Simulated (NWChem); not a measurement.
## Ionisation of diselenium (Se2)

```xyz
2

Se     0.0000     0.0000     1.0997
Se     0.0000     0.0000    -1.0997
```
Charge 0, spin multiplicity 3.

The numbers come from NWChem runs, not from measurements. The geometry was optimised at UPBE/def2-SVP, a minimum by its harmonic frequencies.

Basis set: def2-TZVP. The species with one electron less has spin multiplicity 2 and keeps the geometry of the parent. Δ marks differences of total energies (open shells unrestricted). −ε marks an orbital energy of the parent. That orbital need not have the symmetry of the hole or added electron in the Δ rows.

The Hamiltonian is non-relativistic. B3LYP has NWChem's definition, with VWN1-RPA local correlation. The unpaired electrons of the parent sit in orbitals of symmetry b2g and b3g (D2h labels of the run); other states weren't searched. No SCF solution was tested for a lower state. Open-shell Hartree-Fock references start from PBE0 orbitals.

Problem. Order these methods by the first vertical ionisation energy they give, lowest first: ΔB3LYP, −ε(alpha HOMO) of LC-wPBE (omega 0.3 per bohr), G0W0@CAM-B3LYP, ΔLC-wPBE (omega 0.3 per bohr), G0W0@PBE0, −ε(alpha HOMO) of HF.

Solution. G0W0@PBE0 (8.62 eV), G0W0@CAM-B3LYP (8.82 eV), −ε(alpha HOMO) of LC-wPBE (omega 0.3 per bohr) (9.03 eV), ΔB3LYP (9.17 eV), ΔLC-wPBE (omega 0.3 per bohr) (9.39 eV), −ε(alpha HOMO) of HF (9.87 eV)
